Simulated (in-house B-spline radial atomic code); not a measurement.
Successive ionisation energies of copper; each step leads to the configuration of the next row (after the last: [He] 2s2 2p1/2(2)). Dirac energy differences include first-order Breit, QED and recoil terms. NIST's values go from ground level to ground level; the uncertainty of those that are theory runs from under 0.1 % in few-electron ions to several per cent in heavy many-electron ones. Computed with an all-electron radial atomic-structure program (B-spline basis): Dirac-Hartree-Fock, jj configuration that fills j = l - 1/2 first, finite nuclei.

A number in brackets counts the electrons of a j subshell.

```
  ion               configuration  ionisation energy (eV)  tabulated value (eV)  tabulated kind  computed minus tabulated (eV)  highest orbital  largest mean radius (bohr)
Cu12+  [Ne] 3s2 3p1/2(2) 3p3/2(3)                   401.2                   401  semi-empirical                            0.2            3p3/2                     0.63064
Cu13+  [Ne] 3s2 3p1/2(2) 3p3/2(2)                   437.5                   436  semi-empirical                            1.5            3p3/2                     0.62028
Cu14+  [Ne] 3s2 3p1/2(2) 3p3/2(1)                   474.8                 483.1  semi-empirical                           -8.3            3p3/2                     0.61282
Cu15+           [Ne] 3s2 3p1/2(2)                   514.3                 518.7  semi-empirical                           -4.4            3p1/2                     0.60555
Cu16+           [Ne] 3s2 3p1/2(1)                   555.1                 552.8  semi-empirical                            2.3            3p1/2                     0.59842
Cu17+                    [Ne] 3s2                   628.5                 632.5  semi-empirical                           -4.0            3s1/2                     0.59146
Cu18+                    [Ne] 3s1                   669.9               670.608  semi-empirical                           -0.7            3s1/2                     0.58381
Cu19+                [He] 2s2 2p6                  1687.8                1690.5  semi-empirical                           -2.7            2p3/2                     0.22996
Cu20+  [He] 2s2 2p1/2(2) 2p3/2(3)                  1802.1                  1800  semi-empirical                            2.1            2p3/2                     0.22737
Cu21+  [He] 2s2 2p1/2(2) 2p3/2(2)                  1919.3                  1918  semi-empirical                            1.3            2p3/2                     0.22482
Cu22+  [He] 2s2 2p1/2(2) 2p3/2(1)                  2039.5                  2044  semi-empirical                           -4.5            2p3/2                     0.22233
```

(1) Where is the largest jump?

(2) How far is this level of theory from the measured and semi-empirical values?

Results:

(1) From Cu18+ to Cu19+, by a factor of 2.52 (669.92 to 1687.8 eV); the highest orbital goes from 3s1/2 to 2p3/2.

(2) Over those 11 rows the differences run from -8.32 to +2.34 eV (mean absolute value 2.9 eV). The calculation leaves out correlation and, in open shells, the multiplet splittings that an average leaves out.
